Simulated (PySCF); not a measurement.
C4H9FSi, SMILES C/C=C(\F)[SiH2]C.

Geometry: ωB97X-D3(BJ)/def2-SVP. The structure was generated by enumeration; whether it is a known compound was not checked. The values are those of a single conformer.

All values below come from SMD-PBE0/def2-SVP run with PySCF.

Solvation free energies are E(SMD) − E(gas) at the gas-phase geometry, for 1 M in both phases. In vacuum the dipole moment is 1.16 D.

```json
[
 {"solvent": "water", "ΔG(solv) (kcal/mol)": "2.6", "its non-electrostatic (CDS) part": "5.3", "dipole (D)": "1.61"},
 {"solvent": "methanol", "ΔG(solv) (kcal/mol)": "-1.9", "its non-electrostatic (CDS) part": "0.7", "dipole (D)": "1.60"},
 {"solvent": "2-propanol", "ΔG(solv) (kcal/mol)": "-2.1", "its non-electrostatic (CDS) part": "0.4", "dipole (D)": "1.58"}
]
```
